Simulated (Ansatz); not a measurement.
Ansatz (a first-principles code) input (CCSD(T)/aug-cc-pVDZ):

Ansatz 0.2 input:
```yaml
crystal:
  periodic: [false, false, false]
  atoms:
    - {symbol: B, position_ang: [-0.23858232, -0.00199056, -1.32852059]}
    - {symbol: H, position_ang: [-0.34039407, 1.05302637, -1.89939799]}
    - {symbol: H, position_ang: [-0.34121778, -1.05871324, -1.89608599]}
    - {symbol: C, position_ang: [0.01327516, 0.00011076, 0.07392131]}
    - {symbol: O, position_ang: [0.22435906, 0.00187189, 1.24931988]}
basis:
  gaussian:
    orbitals: aug-cc-pVDZ
total_charge: -1
magnetization: {spin_polarized: false}
correlation: {method: ccsd_t, electrons: outside_noble_gas}
output: {forces: true}
```

End of the output:

```
mean field evaluation 32: about -3764.8320 eV, gradient 6.1e-1 eV
mean field -3770.37491174 eV, -138.5587223544 hartree, gradient 2.1e-6 eV, S^2 0.000000; 0 other end points of the search recorded, 0 dependent functions left out
3 core orbitals not correlated
reference -3770.37491174 eV, -138.5587223544 hartree; 8, 8 occupied and 76, 76 virtual orbitals, 855 factors
densities: 0.39 GiB planned
second order -11.77621051 eV of doubles, -0.00000000 eV of singles
coupled cluster: 0.28 GiB planned
cycle   1  -11.78981014 eV  change   -1.4e-2 eV  update   1.1e-1
cycle   2  -12.17051161 eV  change   -3.8e-1 eV  update   4.0e-2
cycle   3  -12.29420788 eV  change   -1.2e-1 eV  update   2.1e-2
cycle   4  -12.29012610 eV  change    4.1e-3 eV  update   6.0e-3
cycle   5  -12.28601416 eV  change    4.1e-3 eV  update   2.6e-3
cycle   6  -12.28655071 eV  change   -5.4e-4 eV  update   9.5e-4
cycle   7  -12.28645500 eV  change    9.6e-5 eV  update   3.5e-4
cycle   8  -12.28621853 eV  change    2.4e-4 eV  update   1.4e-4
cycle   9  -12.28620059 eV  change    1.8e-5 eV  update   5.6e-5
cycle  10  -12.28623809 eV  change   -3.7e-5 eV  update   2.7e-5
cycle  11  -12.28620669 eV  change    3.1e-5 eV  update   1.3e-5
cycle  12  -12.28620243 eV  change    4.3e-6 eV  update   5.7e-6
cycle  13  -12.28620591 eV  change   -3.5e-6 eV  update   2.8e-6
cycle  14  -12.28620495 eV  change    9.6e-7 eV  update   1.1e-6
perturbative correction -0.53896980 eV, -0.0198067749 hartree
the calculation of the forces begins
Total energy: -3783.20008649 eV, -139.0300388335 hartree
Atom 0 at    -0.238582    -0.001991    -1.328521 Å, force    -0.187620    -0.001565    -1.044743 eV/Å
Atom 1 at    -0.340394     1.053026    -1.899398 Å, force    -0.028638     0.352182    -0.160784 eV/Å
Atom 2 at    -0.341218    -1.058713    -1.896086 Å, force    -0.028913    -0.352662    -0.159679 eV/Å
Atom 3 at     0.013275     0.000111     0.073921 Å, force    -0.051866    -0.000433    -0.288811 eV/Å
Atom 4 at     0.224359     0.001872     1.249320 Å, force     0.297037     0.002478     1.654017 eV/Å
Dipole moment:     0.110250     0.000920     0.613916 e Å
```

It need not be the lowest isomer of its formula. Whether it binds its extra electron was not tested at this geometry.
